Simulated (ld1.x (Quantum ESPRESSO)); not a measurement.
**phosphorus (P): excitation energies, all-electron against ultrasoft**

| Quantity | Value |
| --- | --- |
| Element | P (Z = 15) |
| Generator | ld1.x (Quantum ESPRESSO) 7.5 |
| Type | ultrasoft |
| Functional | PBE |
| Relativity | scalar-relativistic |
| Frozen core | [Ne] |
| Valence charge | 5 |
| Reference configuration | 3s1.75 3p3.25 |
| Partial waves | 3s (bound): rcut 1.20, rcutus 1.40 bohr; 3s channel at 0.55 Ry: rcut 1.20, rcutus 1.40 bohr; 3p (bound): rcut 1.55, rcutus 1.80 bohr; 3p channel at 3.8 Ry: rcut 1.55, rcutus 1.80 bohr; 3d channel at 0.3 Ry: rcut 1.20, rcutus 1.55 bohr; 3d channel at 0.8 Ry: rcut 1.20, rcutus 1.55 bohr |
| Local potential | all-electron potential smoothed inside 1.65 bohr (lloc = -1) |
| Core correction | a·sin(br)/r model core inside 0.95 bohr |
| Augmentation charge | built from norm-conserving waves at rcut, not smoothed further |

Energies are relative to the spin-unpolarised reference configuration 3s1.75 3p3.25; without spin polarisation the order of configurations can differ from experiment.

```csv
valence configuration,charge,ΔE all-electron (eV),error AE − PS (meV)
3s2 3p3,0,-2.120,-0.1
3s2 3p1,+2,26.756,+6.2
3s1 3p3,+1,16.730,-3.5
3s0 3p5,0,15.080,-7.4
3s1 3p4,0,6.414,-1.5
```

(1) What are ΔE and the potential's error for 3s2 3p0?

(2) What are ΔE and the potential's error for 3s2 3p2?

Levels in the configuration 3s2 3p3:

```csv
level,all-electron (eV),pseudo (eV)
3s,-13.969,-13.968
3p,-5.507,-5.507
```

Results:

(1) ΔE = 56.495 eV all-electron; the error (AE − PS) is +47 meV.

(2) ΔE = 7.609 eV all-electron; the error (AE − PS) is -0.7 meV.
